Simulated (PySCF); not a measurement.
C4H4BrCl, SMILES ClC1=C(Br)CC1. Geometry: B3LYP-D3(BJ)/def2-SVP.

Problem. Give the equilibrium geometry at B3LYP-D3(BJ)/def2-SVP (PySCF confirms it by a frequency run) as Cartesian coordinates in Å, and its point group. (Estimate from the structure and the level; the computed values follow.)

Solution. point group Cs.
```xyz
10

Cl    -1.4278     1.9677     0.0000
C      0.1250     1.2452     0.0000
C      0.5680    -0.0235     0.0000
Br    -0.2821    -1.6882     0.0000
C      2.0310     0.3663     0.0000
C      1.5124     1.8501     0.0000
H      2.5940     0.0742     0.9002
H      2.5940     0.0742    -0.9002
H      1.7698     2.4297    -0.9006
H      1.7698     2.4297     0.9006
```
Charge 0, spin multiplicity 1.
